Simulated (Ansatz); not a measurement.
# HCl ··· BF$_{3}$

The pair of HCl (SMILES Cl, atoms 1–2) and BF$_{3}$ (SMILES FB(F)F, atoms 3–6), both closed shells, in one local arrangement (a lower one may exist), relaxed at PBE0-D4/def2-TZVP:

Cl1  (-0.636, 0.319, -1.967)
H2  (0.615, 0.172, -2.198)
F3  (-0.774, -1.176, 1.117)
B4  (-0.003, -0.120, 1.024)
F5  (-0.453, 1.060, 1.377)
F6  (1.251, -0.256, 0.648)
(Å)

Program: Ansatz 0.2.0. Basis: def2-TZVPPD, with def2-QZVPPD for the basis limit. Cores are frozen in the correlated methods. B3LYP uses VWN-RPA correlation. Extrapolation: Hartree–Fock as exp(−7.88 √X), correlation as X^−2.97. Interaction energies count from these two fragments, frozen as in the pair, with the counterpoise correction; negative means bound.

(1) What is the interaction energy by CCSD(T) at an estimated basis limit (MP2 extrapolated from triple and quadruple zeta, plus CCSD(T) − MP2 in triple zeta)? (Judge from chemistry; the value comes from the calculation.)

(2) Which atoms make the shortest contact between the fragments?

No T1 diagnostic of these runs exceeds 0.013.

Results:

(1) Computed: -9.7 kJ/mol. Hartree–Fock alone gives -1.9 kJ/mol at the basis limit. It counts from the two fragments frozen as in the pair.

The same quantity by other methods in triple zeta, and each one's difference from that estimate:
```tsv
method	E_int (kJ/mol)	difference
PBE-D4	-10.4	-0.6
revPBE-D4	-9.4	0.4
BLYP-D4	-9.3	0.4
r2SCAN-D4	-11.9	-2.2
B97M-V	-11.1	-1.3
PBE0-D4	-10.3	-0.6
B3LYP-D4	-10.2	-0.4
HSE06-D4	-10.2	-0.5
wB97X-V	-10.5	-0.7
wB97M-V	-10.8	-1.1
B2PLYP	-5.6	4.1
HF	-1.8	7.9
MP2	-8.2	1.6
CCSD	-7.1	2.6
CCSD(T)	-8.1	1.6
```
Differences are method less estimate.

(2) H2 and F6, 2.95 Å apart.

Basis-set superposition shift (counterpoise-corrected less uncorrected): CCSD(T) 2.5; MP2 2.3; HF 0.3; PBE0-D4 0.3; wB97M-V 0.3 kJ/mol.

For scale, one of the runs: CCSD(T)/def2-TZVPPD, 225 basis functions, launched by `ansatz run in.yaml --threads 4 --pin off --events-out ev --progress --plain --max-ram 9574MiB`. Hardware: 4 CPU threads of an AMD EPYC 9R45, shared host. Wall time 27 s; peak host memory 3.9 GiB.
